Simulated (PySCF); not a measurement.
H₄I₂N₂Ti, SMILES [NH2][Ti]([NH2])([I])[I], multiplicity 1.

Geometry optimised at B3LYP-D3(BJ)/def2-SVP. The multiplicity is an assumed one; other spin states were not compared. The def2 effective core potentials stand for the cores of I; spin–orbit coupling is left out. The values are those of a single conformer.

Two levels are set side by side: PBE/def2-TZVP (PySCF) and r2SCAN/def2-TZVP (PySCF). Same geometry, gas phase. Differences are taken from unrounded values.

```tsv
quantity	PBE
orbital gap (eV)	2.57
highest occupied level (eV)	-6.05
lowest empty level (eV)	-3.48
dipole moment (D)	3.57
mean polarisability (bohr³)	129.2
```

### Question
These are the PBE values. What does r2SCAN give? (The exact figures need the calculation; the answer reports its results.)

### Answer

```tsv
quantity	r2SCAN	PBE minus r2SCAN
orbital gap (eV)	2.89	-0.32
highest occupied level (eV)	-6.35	0.29
lowest empty level (eV)	-3.45	-0.03
dipole moment (D)	3.69	-0.12
mean polarisability (bohr³)	125.4	3.8
```

Rough cost on one machine, each run with all the roots and properties that it gave: r2SCAN against PBE about 3 times.
